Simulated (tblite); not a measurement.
C5H10NO (doublet state).
Atom-mapped SMILES: `[CH3:1][N:2][C:3](=[O:4])[CH:5]([CH3:6])[CH3:7]` (hydrogens: H8, H9, H10 on C1; H11 on C5; H12, H13, H14 on C6; H15, H16, H17 on C7)

Geometry (GFN2-xTB, Å), atoms numbered from 1 in this order:
```xyz
17
C5H10NO angstrom
C      2.740   -0.103    0.653
N      1.368   -0.325    0.431
C      0.501    0.470   -0.142
O      0.887    1.573   -0.548
C     -0.921   -0.041   -0.269
C     -1.892    1.068    0.131
C     -1.110   -1.304    0.556
H      2.917    0.718    1.357
H      3.124   -1.023    1.102
H      3.290    0.078   -0.277
H     -1.067   -0.271   -1.331
H     -2.919    0.746   -0.028
H     -1.704    1.960   -0.462
H     -1.766    1.321    1.182
H     -0.295   -2.000    0.362
H     -2.050   -1.789    0.305
H     -1.111   -1.066    1.617
```

All values are computed: GFN2-xTB (tblite) harmonic vibrations without scaling, gas phase. Errors from tens to a few hundred cm⁻¹ against measured bands are possible. One conformer, not necessarily the lowest. Open shells enter through the occupations alone, without spin polarisation, and single modes of such species can be off by tens of per cent.

Harmonic wavenumbers (cm⁻¹): 25.5, 118.4, 139.7, 154.0, 162.6, 207.4, 266.6, 282.9, 367.3, 472.2, 494.9, 598.0, 774.6, 929.9, 949.6, 979.1, 1020.4, 1043.4, 1077.5, 1127.7, 1156.7, 1183.0, 1269.8, 1298.8, 1358.8, 1396.9, 1408.3, 1409.5, 1427.8, 1461.9, 1478.7, 1482.2, 1488.4, 1498.5, 1533.0, 2915.5, 2919.5, 2922.2, 2955.5, 3023.6, 3031.9, 3033.9, 3037.8, 3043.9, 3045.5.

A = 4413, B = 1948, C = 1456 MHz; mass 100.076 u (most abundant isotopes); point group C1, symmetry number 1; spin multiplicity 2.

Q: What is the zero-point energy?

A: ½Σν̃ = 30987 cm⁻¹ = 370.69 kJ/mol.

Q: Give the ideal-gas entropy at 200 K and 1 bar in the rigid-rotor, harmonic-oscillator model (classical rotation).

A: Translation 158.00, rotation 110.68, vibration 75.68, spin (R ln 2) 5.76: S = 350.1 J/(mol K).

Q: And Cp and H(200 K) − H(0)?

A: Cp = 108.44 J/(mol K), of which vibrations give 75.18 (their classical limit is 45 R = 374.2); H(200 K) − H(0) = 14.66 kJ/mol without the zero-point energy, 8.01 from vibrations.

Q: How do the functions run with temperature in this model?

A: 
```csv
T (K),S (J/(mol K)),Cp (J/(mol K)),H − H(0) (kJ/mol),G − H(0) (kJ/mol),ln q(vib)
150,321.1,93.9,9.60,-38.56,3.06
250,375.9,123.0,20.45,-73.52,5.47
298.15,398.8,138.0,26.72,-92.18,6.58
400,444.0,171.1,42.46,-135.13,8.85
600,524.6,227.6,82.60,-232.14,13.13
900,628.6,285.2,160.19,-405.59,19.18
```

q(vib) and H(0) count from the zero-point level.

Q: Blend soft modes into free rotors: weight 1/[1 + (100 cm⁻¹/ν̃)⁴] for the oscillator and the rest for a rotor with moment μB/(μ + B), μ = h/(8π²ν), B = 10⁻⁴⁴ kg m². What vibrational entropy results?

A: 69.57 J/(mol K) in place of 75.68, which changes −T·S at 200 K by +1.22 kJ/mol.

Q: What must be added to the electronic energy to get the Gibbs energy at 200 K and 1 bar?

A: ZPE + [H(200 K) − H(0)] − T·S = 370.69 + 14.66 − 70.02 = 315.33 kJ/mol.

Hindered rotation and anharmonicity are outside this model. Other conformers, if any are populated, would add a mixing term that is left out. The structure is chiral; the term R ln 2 for an equal mix with its mirror image is left out.
